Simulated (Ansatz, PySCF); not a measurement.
C4H5Br, SMILES BrC1=CCC1.

Geometry optimised at PBE-D3(BJ)/def2-SVP.

Vertical ionisation energy (IE) and electron affinity (EA) in eV. Rows of orbital energies are one-electron estimates. Where ΔSCF, EOM or ADC give a negative EA the extra electron is unbound and the value depends on the basis.

```json
[
 {"level": "−ε(HOMO), −ε(LUMO), PBE0/def2-TZVP (PySCF)", "IE": "6.98", "EA": "0.07"},
 {"level": "−ε(HOMO), −ε(LUMO), PBE/def2-TZVP (PySCF)", "IE": "5.88", "EA": "1.05"},
 {"level": "ΔSCF, PBE0/def2-SVPD (Ansatz), final states of multiplicity 2 and 2", "IE": "9.03", "EA": "-1.40"},
 {"level": "ΔSCF, PBE/def2-SVPD (Ansatz), final states of multiplicity 2 and 2", "IE": "8.87", "EA": "-1.20"}
]
```

**Question.** What vertical singlet–triplet gap does ΔSCF give with PBE0/def2-SVPD (Ansatz, an electronic-structure program) and with PBE/def2-SVPD (Ansatz)? (Estimate from the structure and the level; the computed values follow.)

**Answer.** 3.88 and 3.98 eV (triplet above singlet where positive).
